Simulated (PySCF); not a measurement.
Ta(O)(F)3 anion (F3OTa), SMILES [O]=[Ta]([F])([F])[F] (connectivity only; charge and spin as stated), charge -1, multiplicity 2. Geometry optimised at PBE-D3(BJ)/def2-SVPD. The spin state was assumed, not searched. The isomer is the one that the SMILES or the coordinates give; other isomers of the formula were not compared. The def2 effective core potentials stand for the cores of Ta; spin–orbit coupling is left out.

Method: PBE-D3(BJ)/def2-SVPD in PySCF.

Harmonic wavenumbers (cm⁻¹): 139, 139, 159, 175, 255, 513, 556, 568, 889. Rotational constants (GHz): 3.691, 3.022, 2.159; symmetry number 1.

**Question.** Work out the zero-point energy and the ideal-gas rigid-rotor harmonic-oscillator thermochemistry at 298.15 K and 1 atm.

**Answer.** ZPE = ½ Σ hcν = ½ × 3392 cm⁻¹ = 4.85 kcal/mol. H − E(el) = 9.52 kcal/mol. Entropy in cal/(mol K): translation 42.50, rotation 26.99, vibration 14.08, spin 1.38, total 84.95. G − E(el) = -15.81 kcal/mol. Cp = 21.26 cal/(mol K). Modes under 150 cm⁻¹ make the vibrational entropy uncertain.
